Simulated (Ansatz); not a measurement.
**Energy profile**

The step: SiHBrF₂ ([F][SiH]([F])[Br]) + H₂ → SiH₂F₂ ([F][SiH2][F]) + HBr; bonds formed: Si1–H7, Br2–H6; bonds broken: Si1–Br2, H6–H7 (atoms numbered as in the saddle structure below).

Si1  (-0.387, 0.173, 0.280)
Br2  (0.836, -1.954, -0.586)
F3  (-1.586, -0.124, -0.692)
F4  (-0.605, 1.720, 0.617)
H5  (-0.279, -0.428, 1.605)
H6  (1.078, -0.147, -0.678)
H7  (0.944, 0.760, -0.546)
(Å)

Electronic energies by CCSD(T) at an estimated basis limit (MP2 extrapolated from triple and quadruple zeta, plus CCSD(T) − MP2 in triple zeta), on PBE0-D4/def2-TZVP structures; SiH₃BrF₂, singlet; no counterpoise correction. Ansatz 0.2.0; basis: def2-TZVPP and def2-QZVPP; cores frozen in the correlated methods. Filled d shells of the heavier atoms are correlated. The def2 sets are not built for correlating such inner shells, so the correlated values are less sure here. Extrapolation: Hartree–Fock as exp(−7.88 √X), correlation as X^−2.97.

Problem. Give the profile in kJ/mol, counted from the separated reactants. (Judge from chemistry; the value comes from the calculation.)

Solution. Computed:
| point | kJ/mol |
| --- | --- |
| separated: SiHBrF₂ (linked as [F][SiH]([F])[Br]; Si1, Br2, F3, F4, H5; singlet) + H₂ (H6, H7; singlet) | 0.0 |
| start structure | -2.1 |
| saddle | 223.5 |
| end structure | 68.7 |
| separated: SiH₂F₂ (linked as [F][SiH2][F]; Si1, F3, F4, H5, H7; singlet) + HBr (Br2, H6; singlet) | 79.0 |

No T1 diagnostic of these runs exceeds 0.012.

For scale, one of the runs: CCSD(T)/def2-TZVPP, 194 basis functions, launched by `ansatz run in.yaml --threads 4 --pin off --events-out ev --progress --plain --max-ram 9574MiB`. The run took 95 s on 4 CPU threads of an Arm Neoverse V1 (shared host), with 2.3 GiB of host memory at its peak.
